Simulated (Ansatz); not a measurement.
`C[SiH](F)O[SiH2]O`, charge 0, multiplicity 1.

Task: Give a relaxed structure at PBE0-D4/def2-TZVP (Ansatz). (Best estimate.)

Result: Ansatz gave: 
```xyz
13

C    -1.1554   -1.9986   -0.6345
Si   -0.0299   -0.5540   -0.8415
F    -0.8359    0.6461   -1.5410
O     0.4744   -0.0179    0.6069
Si    0.9095    1.3603    1.3788
O     1.2076    2.5776    0.3257
H    -1.5180   -2.3499   -1.6034
H    -0.6289   -2.8233   -0.1478
H    -2.0174   -1.7330   -0.0181
H     1.1321   -0.8372   -1.7135
H     2.1779    1.1263    2.0973
H    -0.1969    1.7082    2.3046
H     0.4810    2.8954   -0.2135
```
This is one stationary point; other conformers may exist.
